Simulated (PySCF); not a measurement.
Species: `O[BH2-][O+]1CCCC1`. The columns A, B, C and D hold Mulliken, IAO, Hirshfeld and ESP-fitted charges (e) of one PBE0/pcSseg-1 density (PySCF), in a shuffled order. Coordinates in Å (PBE0-D3(BJ)/def2-SVP); the density's dipole moment is (-4.19, -2.10, 1.84) D.

```
atom       x       y       z       A       B       C       D
  O1   2.160   1.398   0.922  -0.294  -0.602  -0.486  -0.639
  B2   2.139   0.548  -0.199  +0.052  +0.052  +0.326  +0.267
  O3   0.522  -0.104  -0.260  -0.014  -0.232  -0.578  -0.189
  C4  -0.518   0.885  -0.404  +0.024  -0.066  +0.107  +0.003
  C5  -1.698   0.358   0.409  -0.065  -0.271  -0.306  -0.095
  C6  -1.354  -1.115   0.629  -0.068  -0.264  -0.248  -0.126
  C7   0.154  -1.066   0.730  +0.021  -0.056  +0.081  +0.013
  H8   2.530   0.961   1.691  +0.154  +0.345  +0.226  +0.392
  H9   2.127   1.138  -1.267  -0.103  -0.041  -0.113  -0.138
 H10   2.772  -0.500  -0.137  -0.106  -0.058  -0.122  -0.169
 H11  -0.728   0.971  -1.480  +0.052  +0.154  +0.138  +0.100
 H12  -0.133   1.844  -0.031  +0.051  +0.163  +0.158  +0.113
 H13  -1.762   0.880   1.376  +0.046  +0.142  +0.139  +0.071
 H14  -2.657   0.501  -0.108  +0.051  +0.150  +0.142  +0.060
 H15  -1.654  -1.725  -0.238  +0.046  +0.142  +0.137  +0.087
 H16  -1.826  -1.542   1.525  +0.053  +0.149  +0.140  +0.065
 H17   0.489  -0.712   1.721  +0.043  +0.128  +0.110  +0.089
 H18   0.673  -2.002   0.487  +0.058  +0.164  +0.151  +0.096
```

Which column most likely holds the ESP-fitted charges?

D. Σ q r misses the density's dipole by 0.02 D (D), 0.62 D (C), 0.74 D (B), 0.94 D (A). Charges fitted to the outside potential are the only set here that is tied to the molecule's multipoles.

And the Hirshfeld charges?

A. The mean sizes are 0.072 e (A), 0.151 e (D), 0.177 e (B), 0.206 e (C), and Hirshfeld charges are commonly the smallest of these schemes.

As computed, A = Hirshfeld, B = IAO, C = Mulliken, D = ESP-fitted. Hydrogens on carbon: Hirshfeld +0.04 to +0.06, IAO +0.13 to +0.16, Mulliken +0.11 to +0.16, ESP-fitted +0.06 to +0.11 e.

The Hirshfeld scheme weights the molecular density at each point by an atom's share of the summed free-atom densities. The ESP scheme is a least-squares fit of atom-centred charges to the potential on four shells outside the van der Waals surface, with the total charge fixed.

The structure is a single PBE0-D3(BJ)/def2-SVP conformer in the gas phase; no vibrational or solvent corrections.
